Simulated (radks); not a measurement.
Task: Species: Fe+. Configuration: [Ar] 3d6 4s1. Calculated with a radial shooting solver on a logarithmic mesh with Libxc functionals: scalar-relativistic Kohn-Sham, SCAN, spin-polarised, spherical densities, finite nucleus; open shells are filled with parallel spins first; meta-GGA in the generalised Kohn-Sham scheme; Fermi nuclear charge, rms radius 3.7377 fm. Some entries of the table are withheld. Estimate them.

orbital  occ.  eigenvalue (hartree)  <r> (bohr)  <1/r> (bohr^-1)
1s up       1             -258.4009     0.05847            25.97
1s down     1             -258.3991     0.05847            25.97
2s up       1             -30.80709      0.2666            5.572
2s down     1             -30.71115      0.2660            5.584
2p up       3             -26.22950      0.2356            5.451
2p down     3             -26.15719      0.2350            5.462
3s up       1              -3.96868      0.8088            1.749
3s down     1              -3.76231      0.8130            1.736
3p up       3              -2.66597      0.8559            1.606
3p down     3              -2.46106      0.8615            1.593
3d up       5              -0.65619         (1)              (2)
4s up       1              -0.49450       2.609           0.4983
3d down     1              -0.45644         (3)              (4)

Result: 
(1) 3d up <r> (bohr): 1.095
(2) 3d up <1/r> (bohr^-1): 1.230
(3) 3d down <r> (bohr): 1.154
(4) 3d down <1/r> (bohr^-1): 1.191
